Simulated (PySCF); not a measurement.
Molfile (atoms numbered from 1):
```
C2H7F3OSi2
     RDKit          3D

 15 14  0  0  0  0  0  0  0  0999 V2000
    2.3238    0.1661   -0.5667 C   0  0  0  0  0  0  0  0  0  0  0  0
    1.0483    0.7152   -0.3367 O   0  0  0  0  0  0  0  0  0  0  0  0
   -0.0803    0.1039    0.7125 Si  0  0  1  0  0  4  0  0  0  0  0  0
   -1.9278    1.5324    0.6910 Si  0  0  0  0  0  4  0  0  0  0  0  0
   -0.6300   -1.6550    0.1110 C   0  0  0  0  0  0  0  0  0  0  0  0
   -1.1860   -1.6235   -1.1090 F   0  0  0  0  0  0  0  0  0  0  0  0
   -1.5412   -2.1763    0.9505 F   0  0  0  0  0  0  0  0  0  0  0  0
    0.3960   -2.5227    0.0506 F   0  0  0  0  0  0  0  0  0  0  0  0
    2.9085    0.0904    0.3675 H   0  0  0  0  0  0  0  0  0  0  0  0
    2.8653    0.8253   -1.2603 H   0  0  0  0  0  0  0  0  0  0  0  0
    2.2597   -0.8385   -1.0179 H   0  0  0  0  0  0  0  0  0  0  0  0
    0.5010   -0.1335    2.0713 H   0  0  0  0  0  0  0  0  0  0  0  0
   -2.4935    1.5974   -0.6882 H   0  0  0  0  0  0  0  0  0  0  0  0
   -2.9608    1.0076    1.6340 H   0  0  0  0  0  0  0  0  0  0  0  0
   -1.5007    2.8939    1.1320 H   0  0  0  0  0  0  0  0  0  0  0  0
  1  2  1  0
  2  3  1  0
  3  4  1  0
  3  5  1  0
  5  6  1  0
  5  7  1  0
  5  8  1  0
  1  9  1  0
  1 10  1  0
  1 11  1  0
  3 12  1  1
  4 13  1  0
  4 14  1  0
  4 15  1  0
M  END
```

Geometry: PBE0-D3(BJ)/def2-SVP; GIAO shifts from PySCF 2.14.0 with density-fitted response routines, gas phase, non-relativistic, averaged over equivalent atoms.

At PBE0/pcSseg-1 (185 basis functions, 27 s wall time on 1 thread of an Arm Neoverse V2, shared host):
| atoms | δ (ppm) |
| --- | --- |
| C5 | 134.3 |
| C1 | 56.4 |
| O2 | 3.6 |
| Si3 | -8.5 |
| Si4 | -110.1 |
| F6/F7/F8 | -74.1 |
| H12 | 5.05 |
| H9/H10/H11 | 3.75 |
| H13/H14/H15 | 3.51 |

Shifts are taken against calculated references (same method and geometry level): TMS for ¹³C (σ = 184.41 ppm), ²⁹Si (σ = 351.99 ppm), ¹H (σ = 31.27 ppm); ¹⁷O (σ = 334.56 ppm) against H2O; CFCl3 for ¹⁹F (σ = 177.25 ppm).

Task: Predict the values at KT3/pcSseg-1 on the same geometry.

Result: 
| atoms | δ at KT3/pcSseg-1 | change |
| --- | --- | --- |
| C5 | 131.8 | -2.5 |
| C1 | 56.9 | +0.5 |
| O2 | 14.6 | +11.0 |
| Si3 | -13.2 | -4.7 |
| Si4 | -106.9 | +3.2 |
| F6/F7/F8 | -87.6 | -13.5 |
| H12 | 4.98 | -0.07 |
| H9/H10/H11 | 3.78 | +0.03 |
| H13/H14/H15 | 3.38 | -0.13 |

Referencing at the same level of theory: ¹³C (182.31 ppm), ²⁹Si (365.51 ppm), ¹H (31.32 ppm) vs TMS; ¹⁷O (329.03 ppm) against H2O; CFCl3 for ¹⁹F (149.45 ppm).

The largest change is at F6/F7/F8 (fluorine of a CF3 group). Cost: 185 basis functions, 26 s wall time on 1 thread of an Arm Neoverse V2, shared host.

Unscaled 19F shifts against computed CFCl3 carry errors that often reach 10 to 50 ppm. Experimental scales use liquid or dissolved standards, which lie at an offset from isolated H2O (liquid H2O: subtract about 36 ppm).
